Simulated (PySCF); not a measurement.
**RbZn: energy against distance**

Set-up: basis Rb def2-SVP with ECP28, Zn def2-SVP; scalar-relativistic core potentials; PySCF 2.14. Energies in eV from Rb + Zn in their ground configurations at the same level. State: ²Σ⁺ (doublet), unpaired electrons σ ↑.

| R (Å) | UHF | PBE0 | r²SCAN |
| --- | --- | --- | --- |
| 3.567 | 0.2130 | -0.0276 | -0.0621 |
| 3.733 | 0.1552 | -0.0523 | -0.0828 |
| 3.899 | 0.1150 | -0.0643 | -0.0911 |
| 4.024 | 0.0927 | -0.0680 | -0.0923 |
| 4.148 | 0.0754 | -0.0687 | -0.0905 |
| 4.272 | 0.0617 | -0.0675 | -0.0871 |
| 4.438 | 0.0476 | -0.0638 | -0.0807 |
| 4.646 | 0.0347 | -0.0575 | -0.0715 |
| 4.895 | 0.0239 | -0.0489 | -0.0603 |
| 5.226 | 0.0145 | -0.0376 | -0.0462 |

Put a parabola through the three lowest points of the PBE0 curve and estimate Re, k and ωe (reduced mass 36.47 u; 1 eV/Å² = 0.16022 mdyn/Å; ωe = 1302.8·√(k/μ) cm⁻¹).

Through R = 4.024, 4.148, 4.272 Å the second-order coefficient is 0.0618 eV/Å², so Re ≈ 4.132 Å, k ≈ 0.0198 mdyn/Å and ωe ≈ 30 cm⁻¹. A polynomial fit of higher order to the unrounded PBE0 energies gives Re = 4.124 Å, k = 0.0221 mdyn/Å, ωe = 32.1 cm⁻¹; anharmonicity and rounding make the difference.

The higher-order fit for each curve: PBE0: Re = 4.124 Å, ωe = 32.1 cm⁻¹, De = 0.069 eV; r²SCAN: Re = 4.003 Å, ωe = 37.9 cm⁻¹, De = 0.092 eV. UHF gives no reliable minimum on this grid.

The bond is weak. Basis-set superposition, not corrected here, can be much of De in a small basis, most of all at correlated wavefunction levels. Functionals without a dispersion term scatter widely for such bonds, and LDA overbinds them. Spin–orbit coupling is left out. The state was picked by a PBE0 search and need not be the measured ground state.
